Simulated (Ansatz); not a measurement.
Two members of one family (GaN nanocrystals, H-capped) that differ in charge, which shifts all levels, computed with Ansatz in the gas phase. Levels of anions in sets without diffuse functions are rough. The structures are stationary points that may keep the symmetry of their start.

First: Ga11N10H28⁻, cut from wurtzite (singlet, charge -1, PBE-D4/def2-SVP geometry).

Cartesian coordinates in Å:
```
Ga -2.3381 -0.9964 -3.1140
N -0.4928 -1.4695 -2.3443
Ga 1.1838 1.7295 -2.6476
N 3.0370 1.2866 -1.8058
Ga -1.8464 2.0278 -1.7594
N -2.9157 0.3383 -1.7672
N -0.0259 1.4063 -1.1334
Ga -0.0902 -0.4635 -0.6894
Ga 3.0238 0.4652 0.0191
N 1.7309 -1.0264 -0.0567
Ga -3.2318 -0.4094 0.0602
N -1.3795 -0.9736 0.6430
Ga -1.4643 -2.9282 0.8288
Ga 1.7122 -1.8432 1.7416
N 0.4004 -3.3517 1.6552
Ga 0.4188 2.4648 0.4278
N 2.1456 1.7732 1.1689
N -0.9353 1.8694 1.7925
Ga -1.0223 -0.0710 2.3199
Ga 2.0059 1.1547 3.0753
N 0.8637 -0.4828 2.8525
H -2.0430 -0.3262 -4.5294
H -3.1871 -2.3412 -3.0238
H 0.2138 -1.2566 -3.0645
H -0.4813 -2.4817 -2.1518
H 1.0691 0.5773 -3.7575
H 1.3289 3.2586 -3.0543
H 3.5538 0.6775 -2.4567
H 3.5909 2.1552 -1.7746
H -1.6984 2.5969 -3.2447
H -2.4282 2.9976 -0.6160
H -3.8535 0.6407 -2.0764
H 4.5014 0.0307 0.4077
H 2.1076 -1.7287 -0.7118
H -4.1495 -1.7135 -0.0248
H -3.6835 0.7891 1.0336
H -1.3456 -3.6663 -0.5890
H -2.4756 -3.4351 1.9444
H 3.1198 -2.4004 2.2220
H 0.8136 -4.1411 1.1382
H 0.2539 -3.7188 2.6078
H 0.4961 4.0432 0.3106
H 2.7676 2.5949 1.2233
H -1.8646 2.1025 1.3974
H -0.8303 2.4441 2.6410
H -1.9789 -0.3109 3.5602
H 3.4497 0.7331 3.6090
H 1.1736 2.2470 3.9056
H 0.7995 -0.8677 3.8073
```

```tsv
level	HOMO (eV)	LUMO (eV)	gap (eV)
PBE-D4/def2-SVP	-2.83	1.74	4.57
PBE-D4/def2-TZVP	-2.97	1.31	4.28
r2SCAN-D4/def2-TZVP	-3.25	1.69	4.94
PBE0-D4/def2-SVP	-4.05	2.56	6.62
PBE0-D4/def2-TZVP	-4.15	2.09	6.25
```

Second: Ga12N12H32, cut from zinc blende (singlet, charge 0, PBE-D4/def2-SVP geometry).

```xyz
56

N     2.574   -0.439   -2.619
N     0.758    3.806   -0.212
N    -2.400    2.337    0.018
N    -0.274   -1.960   -2.629
N    -2.720   -0.523   -1.284
N     0.036    0.933   -1.455
N     2.428   -0.104    0.406
N     0.032    1.335    1.757
N    -0.393   -1.614    0.487
N     2.159   -2.914   -0.737
N    -2.802   -0.046    1.837
N    -0.099   -1.279    3.669
Ga    1.015    2.629   -1.836
Ga    0.561   -0.224   -2.950
Ga    3.238   -1.270   -0.952
Ga   -1.889    1.225   -1.623
Ga    1.103    3.024    1.641
Ga   -1.842    1.732    1.863
Ga   -2.297   -1.775   -2.834
Ga    0.118   -2.859   -0.941
Ga   -2.339   -1.441    0.411
Ga    0.428    0.143    0.284
Ga    0.691    0.596    3.501
Ga    0.139   -2.587    2.145
H     3.015   -0.852   -3.454
H     2.899    0.547   -2.605
H     1.480    4.538   -0.302
H    -0.125    4.334   -0.263
H    -3.425    2.457    0.000
H    -2.053    3.295   -0.137
H    -0.030   -2.594   -3.407
H    -3.743   -0.414   -1.369
H     2.833    0.848    0.399
H     2.612   -0.439    1.367
H     2.536   -3.693   -1.296
H     2.274   -3.212    0.251
H    -3.819    0.123    1.780
H    -2.695   -0.496    2.758
H    -1.069   -1.266    4.013
H     0.427   -1.691    4.455
H     0.381    3.382   -3.079
H     2.591    2.305   -1.814
H     0.418    0.345   -4.414
H     4.796   -1.493   -0.904
H    -2.424    1.997   -2.890
H     0.539    4.089    2.673
H     2.650    2.646    1.544
H    -2.439    2.679    2.973
H    -2.568   -0.987   -4.183
H    -2.937   -3.188   -2.506
H    -0.372   -4.354   -0.833
H    -3.220   -2.714    0.708
H     2.246    0.271    3.371
H     0.084    1.435    4.703
H     1.733   -2.808    2.094
H    -0.820   -3.818    2.418
```

Question: Estimate the same table for the second.

Answer: 
| level | HOMO (eV) | LUMO (eV) | gap (eV) |
| --- | --- | --- | --- |
| PBE-D4/def2-SVP | -6.03 | -1.10 | 4.93 |
| PBE-D4/def2-TZVP | -6.11 | -1.45 | 4.66 |
| r2SCAN-D4/def2-TZVP | -6.39 | -1.09 | 5.30 |
| PBE0-D4/def2-SVP | -7.28 | -0.26 | 7.02 |
| PBE0-D4/def2-TZVP | -7.32 | -0.63 | 6.69 |
